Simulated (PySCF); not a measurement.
Pb(SH)(SiH3) (H₄PbSSi), SMILES [Pb]([SiH3])[SH] (connectivity only; charge and spin as stated), neutral, multiplicity 1. Atoms are numbered in the order given.

```xyz
7

Pb     0.2640     0.0911     0.4899
S     -0.1905     1.5465    -1.5671
H      0.4349     2.6514    -1.0923
Si    -1.0743    -1.9764    -0.7829
H     -0.1574    -3.1457    -0.9853
H     -1.6227    -1.5860    -2.1180
H     -2.2145    -2.4674     0.0585
```
Charge 0, spin multiplicity 1.

The structure is a stationary point at B3LYP-D3(BJ)/def2-SVP. The def2 effective core potentials stand for the cores of Pb; spin–orbit coupling is left out. One conformer was computed; it need not be the lowest.

The numbers are results of C-PCM-M06-2X/def2-SVP (PySCF), not measurements.

The values are the electrostatic part of the solvation free energy, E(continuum) − E(gas) at the gas-phase geometry, in a cavity of scaled van der Waals radii (PySCF's table); cavitation and dispersion terms are not included. A continuum can't describe solvent molecules that bind to the metal. In vacuum the orbital gap is 5.34 eV. The dipole moment in vacuum is 3.45 D.

Q: Estimate the values in water (ε = 78.36), benzene (ε = 2.27), dimethylsulfoxide (ε = 46.83). (The exact figures need the calculation; the answer reports its results.)

A: 
```json
[
 {"solvent": "water", "ε": "78.36", "ΔG(elec) (kcal/mol)": "-7.2", "dipole (D)": "5.61", "gap (eV)": "5.63"},
 {"solvent": "benzene", "ε": "2.27", "ΔG(elec) (kcal/mol)": "-3.5", "dipole (D)": "4.44", "gap (eV)": "5.49"},
 {"solvent": "dimethylsulfoxide", "ε": "46.83", "ΔG(elec) (kcal/mol)": "-7.1", "dipole (D)": "5.58", "gap (eV)": "5.63"}
]
```
